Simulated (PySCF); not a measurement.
B(F)(Et)(vinyl) (C4H8BF), SMILES CCB(F)C=C.

Geometry optimised at PBE0-D3(BJ)/def2-SVP. The values are those of a single conformer.

The numbers are results of PBE0-D3(BJ)/def2-SVP (PySCF 2.14.0), not measurements.

Harmonic, unscaled wavenumbers; measured fundamentals usually lie a few per cent lower.

**Question.** List the normal modes with their intensities. (An estimate is asked for; the answer gives what the named calculation found.)

**Answer.** 
| mode | ν (cm⁻¹) | IR (km/mol) | Raman (Å⁴/amu) | depolarisation | moving atoms (share of kinetic energy) |
|---|---|---|---|---|---|
| 1 | 10 | 0.1 | 0.3 | 0.69 | H 54 %, C 42 % |
| 2 | 95 | 0.1 | 6.0 | 0.75 | C 48 %, H 35 %, F 16 % |
| 3 | 165 | 0.3 | 1.3 | 0.65 | C 49 %, H 27 %, F 16 % |
| 4 | 197 | 0.1 | 0.5 | 0.72 | H 83 %, C 12 % |
| 5 | 237 | 2.6 | 1.0 | 0.33 | C 49 %, F 25 %, H 25 % |
| 6 | 360 | 0.6 | 5.1 | 0.75 | H 63 %, B 27 % |
| 7 | 441 | 3.6 | 2.3 | 0.46 | C 46 %, F 33 %, H 15 % |
| 8 | 484 | 0.6 | 1.3 | 0.59 | C 50 %, H 29 %, F 11 %, B 9 % |
| 9 | 564 | 2.5 | 3.3 | 0.62 | H 65 %, C 29 % |
| 10 | 700 | 0.1 | 7.1 | 0.08 | C 50 %, F 24 %, H 24 % |
| 11 | 779 | 39.9 | 0.3 | 0.72 | H 50 %, B 33 %, C 16 % |
| 12 | 976 | 17.6 | 0.9 | 0.69 | H 78 %, C 13 %, B 9 % |
| 13 | 976 | 14.5 | 2.8 | 0.73 | H 68 %, C 24 % |
| 14 | 988 | 10.8 | 1.2 | 0.73 | H 70 %, C 18 %, B 10 % |
| 15 | 1012 | 29.8 | 0.6 | 0.75 | H 74 %, C 26 % |
| 16 | 1054 | 10.4 | 0.2 | 0.75 | H 90 %, C 10 % |
| 17 | 1078 | 2.9 | 7.2 | 0.34 | C 62 %, H 35 % |
| 18 | 1154 | 108.1 | 0.4 | 0.41 | H 49 %, B 36 %, C 14 % |
| 19 | 1244 | 9.0 | 4.6 | 0.75 | H 75 %, C 20 % |
| 20 | 1263 | 29.4 | 4.4 | 0.56 | H 57 %, C 23 %, B 14 % |
| 21 | 1339 | 106.6 | 7.9 | 0.34 | H 39 %, B 33 %, C 18 %, F 9 % |
| 22 | 1368 | 138.9 | 3.1 | 0.75 | C 34 %, B 31 %, H 30 % |
| 23 | 1398 | 1.8 | 4.7 | 0.72 | H 79 %, C 15 % |
| 24 | 1417 | 1.5 | 5.7 | 0.75 | H 83 %, C 16 % |
| 25 | 1441 | 101.5 | 12.9 | 0.48 | H 75 %, C 16 %, B 8 % |
| 26 | 1475 | 16.7 | 16.5 | 0.74 | H 95 % |
| 27 | 1477 | 11.9 | 16.7 | 0.75 | H 96 % |
| 28 | 1706 | 46.2 | 33.6 | 0.16 | C 86 %, H 13 % |
| 29 | 3032 | 20.4 | 85.1 | 0.13 | H 94 % |
| 30 | 3057 | 31.0 | 138.8 | 0.01 | H 97 % |
| 31 | 3087 | 7.1 | 67.3 | 0.58 | H 91 %, C 9 % |
| 32 | 3145 | 7.7 | 55.9 | 0.22 | H 94 % |
| 33 | 3145 | 24.9 | 90.2 | 0.62 | H 91 %, C 9 % |
| 34 | 3153 | 18.1 | 57.3 | 0.75 | H 91 %, C 9 % |
| 35 | 3163 | 5.4 | 173.8 | 0.24 | H 92 %, C 8 % |
| 36 | 3241 | 8.2 | 69.3 | 0.65 | H 89 %, C 11 % |
